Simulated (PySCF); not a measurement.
Stepwise substitution at one centre (Sn OH-C2H5). All species are isolated molecules in the gas phase. One relaxed conformer stands for each flexible species; it need not be the lowest. Strings in code marks are SMILES.

The numbers are results of B3LYP-D3(BJ)/def2-TZVP // B3LYP-D3(BJ)/def2-SVP (PySCF), not measurements. All candidates: neutral, multiplicity 1. B3LYP has the VWN-RPA correlation part, as in Gaussian. Delta-SCF ions had no search for a lower state. Excitations are Tamm–Dancoff values on a coarser integration grid. The basis has no diffuse functions, so Rydberg states are missing or too high.

The vertical ionisation energy (Delta-SCF) is 8.50 eV and the brightest of the four lowest singlets (TDA) is 6.31 eV. The S1 excitation (TDA) is 6.31 eV.

Task: Which member has these values?
(A) `C[CH2][Sn]([OH])([OH])[OH]`
(B) `[OH][Sn]([OH])([OH])[OH]`
(C) `C[CH2][Sn]([CH2]C)([CH2]C)[CH2]C`
(D) `C[CH2][Sn]([OH])([OH])[CH2]C`

Result: C, `C[CH2][Sn]([CH2]C)([CH2]C)[CH2]C`. The others give `[OH][Sn]([OH])([OH])[OH]`: 11.08 eV, 5.68 eV, 5.33 eV; `C[CH2][Sn]([OH])([OH])[CH2]C`: 9.12 eV, 5.90 eV, 5.90 eV; `C[CH2][Sn]([OH])([OH])[OH]`: 9.86 eV, 5.73 eV, 5.73 eV
